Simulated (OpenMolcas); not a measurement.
**Sm3+: CASPT2 settings compared**

- Program: OpenMolcas 26.06
- Basis: ANO-RCC-VQZP [9s8p6d4f3g2h]
- Scalar Hamiltonian: X2C, point nucleus
- Active space: 5 electrons in 7 orbitals (4f)
- State averaging: 2S+1 = 6 odd, 21 roots; 2S+1 = 4 odd, 115 roots kept (CI in the orbitals of an earlier block, 108 in the spin-orbit step); 2S+1 = 2 odd, 107 roots kept (CI in the orbitals of an earlier block, 17 in the spin-orbit step)
- Spin-orbit coupling: state interaction with AMFI integrals over the reference wave functions, term energies averaged over their components

Methods on the same reference wave functions:
A. CASSCF
B. SS-CASPT2, IPEA 0.75 Eh, sigma2 regulariser 0.4 Eh (closed shells correlated: none)
C. SS-CASPT2, IPEA 0.1 Eh, sigma1 regulariser 0.2 Eh (closed shells correlated: 4d 5s 5p)
D. MS-CASPT2, IPEA 0.1 Eh, sigma1 regulariser 0.2 Eh (closed shells correlated: 4d 5s 5p)

Energies in cm⁻¹ above 4f⁵ ⁶H°_5/2.

```
                Level      A      B      C      D
          4f⁵ ⁶H°_5/2    0.0    0.0    0.0    0.0
          4f⁵ ⁶H°_7/2   1078   1100   1109   1109
          4f⁵ ⁶H°_9/2   2367   2410   2420   2420
         4f⁵ ⁶H°_11/2   3808   3860   3870   3870
         4f⁵ ⁶H°_13/2   5350   5400   5410   5410
         4f⁵ ⁶H°_15/2   6973   7000   7000   7000
          4f⁵ ⁶F°_1/2   8153   7730   6310   6310
          4f⁵ ⁶F°_3/2   8437   7990   6590   6590
          4f⁵ ⁶F°_5/2   9005   8540   7160   7160
          4f⁵ ⁶F°_7/2   9925   9470   8090   8090
          4f⁵ ⁶F°_9/2  11193  10760   9370   9370
         4f⁵ ⁶F°_11/2  12674  12260  10830  10830
          4f⁵ ⁴F°_3/2  22664  20520  20100  20100
         4f⁵ ⁴M°_15/2  24053  24130  23080  23080
4f⁵ ⁴G°_7/2(1) [58 %]  24606  22550  21880  21880
          4f⁵ ⁴I°_9/2  24924  23750  22870  22870
         4f⁵ ⁴I°_11/2  25237  24140  23160  23160
         4f⁵ ⁴M°_17/2  25616  25710  24630  24630
  4f⁵ ⁴I°_13/2 [61 %]  26128  25110  24020  24020
4f⁵ ⁴G°_9/2(1) [70 %]  27016  24960  24210  24210
         4f⁵ ⁴M°_19/2  27391  27530  26470  26470
  4f⁵ ⁴I°_15/2 [51 %]  27893  26940  25820  25820
```

Among B to D the level of the table that moves most is 4f⁵ ⁶F°_11/2, by 1400 cm-1 (lowest in C, highest in B). Moves below CASPT2's spread within the term are not significant.

From A to B the spin-free energies of the other terms of 4f⁵ shown, above ⁶H°, scale by factors of 0.90 to 1.00.

The lowest spin-free term lies below A's lowest term by 0.062 hartree in B, 0.953 hartree in C, 0.953 hartree in D.

CASPT2 breaks the degeneracy within a term, and the mean is taken; among the terms shown or strongly mixed into the levels shown the widest spread is 580 cm-1 (4f⁵ ⁶H°, D). High states are left out of the spin-orbit mixing, which shifts the levels that they would mix with. Terms from blocks run as CI alone lack orbitals of their own. Without dynamic correlation excited terms often stand tens of per cent too high (terms of higher spin than the ground term too low), and those without a measured partner can miss by more than the paired ones (holds for A). Blocks of more than 70 roots (2S+1 = 4 odd) ran without multistate coupling (holds for D). Levels of configurations outside the active space are missing. Levels that lie high or do not pair safely by name in every column are left out.

A share in square brackets marks a mixed level and gives the weight of the term that names it, the lowest over the columns. A number in round brackets counts repeated terms of one configuration in the order of the reference energies. ° marks odd parity.
